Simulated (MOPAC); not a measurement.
Job for MOPAC: PM6 on CH6GeO (SMILES C[O][GeH3]), a point of a torsion scan.

```
PM6 1SCF PRECISE CHARGE=0 THREADS=1
CH6GeO

C      1.24022671 1    -0.12419021 1     0.18859252 1
O      0.92038451 1     0.33543326 1    -1.10881051 1
Ge     0.59587640 1    -0.64513048 1    -2.51938934 1
H      1.27400816 1    -1.21337239 1     0.25762419 1
H      2.21645068 1     0.27439577 1     0.47315598 1
H      0.48934921 1     0.24727493 1     0.88935405 1
H      1.79033582 1    -1.50212225 1    -2.84652749 1
H      0.33832292 1     0.42377834 1    -3.51843687 1
H     -0.59046684 1    -1.53951847 1    -2.27273751 1
```

Program output:

```
*******************************************************************************
 **                                                                           **
 **                              MOPAC v23.2.5                                **
 **                                                                           **
 *******************************************************************************
 ** MOPAC's Digital Object Identifier: https://doi.org/10.5281/zenodo.6511958 **
 **                                                                           **
 ** Please cite the open-source release paper for use of this MOPAC version:  **
 ** J. E. Moussa and J. J. P. Stewart (2026)                                  **
 ** MOPAC: An open-source semiempirical molecular orbital program             **
 ** J. Open Source Softw., 11(119), 8025, https://doi.org/10.21105/joss.08025 **
 *******************************************************************************

                              PM6 CALCULATION RESULTS

 *******************************************************************************
 *  PM6        - The PM6 Hamiltonian to be used
 *
 *
 *
 *                 CHARGE ON SYSTEM = 0
 *
 *
 *
 *  PRECISE    - TIGHTER CRITERIA TO BE USED
 *  1SCF       - DO 1 SCF AND THEN STOP
 *  THREADS=1  - MULTI-THREADING NOT USED
 *  T=         - A TIME OF 172800.0 SECONDS REQUESTED
 *  DUMP=N     - RESTART FILE WRITTEN EVERY 7200.0 SECONDS REQUESTED
 *******************************************************************************
PM6 1SCF PRECISE CHARGE=0 THREADS=1
 CH6GeO

   ATOM   CHEMICAL          X               Y               Z
  NUMBER   SYMBOL      (ANGSTROMS)     (ANGSTROMS)     (ANGSTROMS)

     1       C          1.24022671  *  -0.12419021  *   0.18859252  *
     2       O          0.92038451  *   0.33543326  *  -1.10881051  *
     3      Ge          0.59587640  *  -0.64513048  *  -2.51938934  *
     4       H          1.27400816  *  -1.21337239  *   0.25762419  *
     5       H          2.21645068  *   0.27439577  *   0.47315598  *
     6       H          0.48934921  *   0.24727493  *   0.88935405  *
     7       H          1.79033582  *  -1.50212225  *  -2.84652749  *
     8       H          0.33832292  *   0.42377834  *  -3.51843687  *
     9       H         -0.59046684  *  -1.53951847  *  -2.27273751  *



          CARTESIAN COORDINATES

    NO.       ATOM           X           Y           Z

     1         C          1.2402     -0.1242      0.1886
     2         O          0.9204      0.3354     -1.1088
     3        Ge          0.5959     -0.6451     -2.5194
     4         H          1.2740     -1.2134      0.2576
     5         H          2.2165      0.2744      0.4732
     6         H          0.4893      0.2473      0.8894
     7         H          1.7903     -1.5021     -2.8465
     8         H          0.3383      0.4238     -3.5184
     9         H         -0.5905     -1.5395     -2.2727

 General Reference for PM6:
 "Optimization of Parameters for Semiempirical Methods V: Modification of NDDO Approximations
 and Application to 70 Elements", J. J. P. Stewart, J. Mol. Mod., 13, 1173-1213 (2007)
 URL: https://link.springer.com/article/10.1007/s00894-007-0233-4

           Empirical Formula: C H6 O Ge  =     9 atoms



      MOLECULAR POINT GROUP   :   Cs


      RHF CALCULATION, NO. OF DOUBLY OCCUPIED LEVELS = 10


 -------------------------------------------------------------------------------
 PM6 1SCF PRECISE CHARGE=0 THREADS=1
 CH6GeO



     1SCF WAS SPECIFIED, SO BFGS WAS NOT USED
     SCF FIELD WAS ACHIEVED


                              PM6 CALCULATION
                                                       MOPAC v23.2.5 Linux




          FINAL HEAT OF FORMATION =        -25.98886 KCAL/MOL =    -108.73738 KJ/MOL


          COSMO AREA              =        109.21 SQUARE ANGSTROMS
          COSMO VOLUME            =         96.09 CUBIC ANGSTROMS

          IONIZATION POTENTIAL    =          9.732605 EV
          HOMO LUMO ENERGIES (EV) =         -9.733  0.761
          NO. OF FILLED LEVELS    =         10
          MOLECULAR WEIGHT        =        106.6478         POINT GROUP:  Cs

          MOLECULAR DIMENSIONS (Angstroms)

            Atom       Atom       Distance
            H     8    H     6     4.41391
            H     9    H     5     3.32573
            H     7    H     8     2.37238


          SCF CALCULATIONS        =          1





   ATOM   CHEMICAL          X               Y               Z
  NUMBER   SYMBOL      (ANGSTROMS)     (ANGSTROMS)     (ANGSTROMS)

     1       C          1.24022671  *  -0.12419021  *   0.18859252  *
     2       O          0.92038451  *   0.33543326  *  -1.10881051  *
     3      Ge          0.59587640  *  -0.64513048  *  -2.51938934  *
     4       H          1.27400816  *  -1.21337239  *   0.25762419  *
     5       H          2.21645068  *   0.27439577  *   0.47315598  *
     6       H          0.48934921  *   0.24727493  *   0.88935405  *
     7       H          1.79033582  *  -1.50212225  *  -2.84652749  *
     8       H          0.33832292  *   0.42377834  *  -3.51843687  *
     9       H         -0.59046684  *  -1.53951847  *  -2.27273751  *

                             CARTESIAN COORDINATES

   1    C        1.240226710    -0.124190210     0.188592520
   2    O        0.920384510     0.335433260    -1.108810510
   3   Ge        0.595876400    -0.645130480    -2.519389340
   4    H        1.274008160    -1.213372390     0.257624190
   5    H        2.216450680     0.274395770     0.473155980
   6    H        0.489349210     0.247274930     0.889354050
   7    H        1.790335820    -1.502122250    -2.846527490
   8    H        0.338322920     0.423778340    -3.518436870
   9    H       -0.590466840    -1.539518470    -2.272737510


           Empirical Formula: C H6 O Ge  =     9 atoms



      MOLECULAR POINT GROUP   :   Cs


                  EIGENVALUES
 -28.33512 -24.08371 -19.82032 -15.65174 -15.26757 -15.14966 -12.23612 -11.90785
 -10.67652  -9.73261   0.76141   2.76502   2.76861   3.21288   4.37439   5.64987
   5.77228   6.24532


              NET ATOMIC CHARGES AND DIPOLE CONTRIBUTIONS

  ATOM NO.   TYPE          CHARGE      No. of ELECS.   s-Pop       p-Pop
    1          C          -0.103077        4.1031     1.07751     3.02557
    2          O          -0.646019        6.6460     1.75162     4.89440
    3         Ge           0.297402        3.7026     1.16518     2.53742
    4          H           0.103656        0.8963     0.89634
    5          H           0.125811        0.8742     0.87419
    6          H           0.125815        0.8742     0.87418
    7          H           0.017731        0.9823     0.98227
    8          H           0.060949        0.9391     0.93905
    9          H           0.017732        0.9823     0.98227
 DIPOLE           X         Y         Z       TOTAL
 POINT-CHG.    -0.148    -2.325    -0.766     2.452
 HYBRID         0.064     0.175     0.277     0.334
 SUM           -0.084    -2.150    -0.489     2.206


          ATOMIC ORBITAL ELECTRON POPULATIONS

     Atom    s        px        py        pz
    1  C   1.07751   1.11455   1.08573   0.82529
    2  O   1.75162   1.91781   1.66797   1.30862
    3 Ge   1.16518   0.95628   0.88309   0.69805
    4  H   0.89634
    5  H   0.87419
    6  H   0.87418
    7  H   0.98227
    8  H   0.93905
    9  H   0.98227

 **********************
 *                    *
 * JOB ENDED NORMALLY *
 *                    *
 **********************




 == MOPAC DONE ==
```

The run finished.

Cost: about 0.03 core-seconds (a rough figure).
